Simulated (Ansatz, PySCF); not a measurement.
AgF, singlet, at a GFN2-xTB geometry (such geometries of metal compounds can be far from the true shape) (core potentials on Ag). Base run: CASSCF(4,5)/def2-SVP in PySCF.

The PySCF input:
```python
from pyscf import gto, scf, mcscf
import numpy

mol = gto.M(
    atom='''
Ag   -0.00000000   -0.00000000   -0.31678493
F     0.00000000    0.00000000    1.65432128
''',
    basis='def2-svp',
    ecp={'Ag': 'def2-svp'},
    verbose=4,
)

mf = scf.RHF(mol)
mf.kernel()
mc = mcscf.CASSCF(mf, 5, 4)
mc.fix_spin_(ss=0.0)
mc.kernel()
occ = numpy.linalg.eigvalsh(mc.fcisolver.make_rdm1(mc.ci, mc.ncas, mc.nelecas))[::-1]
ss = mc.fcisolver.spin_square(mc.ci, mc.ncas, mc.nelecas)[0]
print('natural occupations', occ.round(4), ' <S^2>', round(ss, 4))
```

Programs used: Ansatz (a program for electronic structure), PySCF; a row that names a program was run with it.

The base run was repeated with changes; each row names its change, and settings that it needs were set with it.

```csv
change,ΔE vs base (kcal/mol),natural occupations,<S^2> of the state
base,0.000,1.98 1.98 0.02 0.02 0.00,0.00
code = ansatz,-0.242,-,-
correction = SC-NEVPT2,-285.3,1.98 1.98 0.02 0.02 0.00,0.00
"active space = 6 electrons, 4 orbitals",22.92,2.00 2.00 1.98 0.02,0.00
"active space = 4 electrons, 4 orbitals",2.36,1.98 1.98 0.02 0.02,0.00
conv_tol = 1e-5,0.000,1.98 1.98 0.02 0.02 0.00,0.00
orbitals = fixed (CASCI),34.52,2.00 2.00 0.00 0.00 0.00,0.00
orbitals = fixed (CASCI); correction = SC-NEVPT2,-288.3,2.00 2.00 0.00 0.00 0.00,0.00
"active space = 4 electrons, 3 orbitals",23.04,2.00 1.98 0.02,0.00
"code = ansatz; correction = SC-NEVPT2, all electrons",-284.7,-,-
state_average = 2 states,8.72,-,-
```

Active orbitals are taken around the Fermi level unless the row says otherwise; CASSCF can end in different local minima, and two programs can end on different orbitals. State-averaged rows give the lowest state.
